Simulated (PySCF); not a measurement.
## Multinuclear NMR of C$_{7}$H$_{7}$F

Molfile (atoms numbered from 1):
```
C7H7F
     RDKit          3D

 15 15  0  0  0  0  0  0  0  0999 V2000
   -3.1262   -0.4518    0.0148 C   0  0  0  0  0  0  0  0  0  0  0  0
   -1.7322   -0.1905    0.2849 C   0  0  0  0  0  0  0  0  0  0  0  0
   -0.5701    0.0233    0.4915 C   0  0  0  0  0  0  0  0  0  0  0  0
    0.8212    0.2761    0.7872 C   0  0  1  0  0  0  0  0  0  0  0  0
    0.9432    0.8100    2.0632 F   0  0  0  0  0  0  0  0  0  0  0  0
    1.7780   -0.8623    0.4925 C   0  0  0  0  0  0  0  0  0  0  0  0
    2.4258   -0.1819   -0.4476 C   0  0  0  0  0  0  0  0  0  0  0  0
    1.6220    1.0795   -0.2848 C   0  0  0  0  0  0  0  0  0  0  0  0
   -3.7015   -0.3524    0.9347 H   0  0  0  0  0  0  0  0  0  0  0  0
   -3.2470   -1.4636   -0.3713 H   0  0  0  0  0  0  0  0  0  0  0  0
   -3.5051    0.2582   -0.7197 H   0  0  0  0  0  0  0  0  0  0  0  0
    1.8454   -1.8465    0.9142 H   0  0  0  0  0  0  0  0  0  0  0  0
    3.2353   -0.4160   -1.1138 H   0  0  0  0  0  0  0  0  0  0  0  0
    1.0431    1.4027   -1.1487 H   0  0  0  0  0  0  0  0  0  0  0  0
    2.1637    1.9233    0.1384 H   0  0  0  0  0  0  0  0  0  0  0  0
  1  2  1  0
  2  3  3  0
  3  4  1  0
  4  5  1  1
  4  6  1  0
  6  7  2  0
  7  8  1  0
  8  4  1  0
  1  9  1  0
  1 10  1  0
  1 11  1  0
  6 12  1  0
  7 13  1  0
  8 14  1  0
  8 15  1  0
M  END
```

- shieldings: GIAO PBE0/pcSseg-1
- coordinates at the GFN2-xTB level
- run in PySCF 2.14
- in vacuum, relativity neglected, averaged over atoms made equivalent by symmetry, fast rotation or ring inversion, single conformer

Question: Predict the ¹⁹F NMR data.

Answer: 
```json
{"atoms": "F5", "environment": "fluorine on an sp3 carbon", "σ (ppm)": "337.5", "δ (ppm)": "-143.9"}
```

Shieldings were converted by a linear fit to measured shifts: ¹⁹F (scatter 6.0 ppm rms, 7.0 ppm with the 5 outliers that the fit left out vs CFCl3, solution or neat liquid, with a term for F on sp3 carbon). A few per cent of atoms miss by over 2 rms, more outside the fitted compound classes.

On a 600 MHz spectrometer ¹⁹F resonates near 564.6 MHz, so 1 ppm is 564.6 Hz.
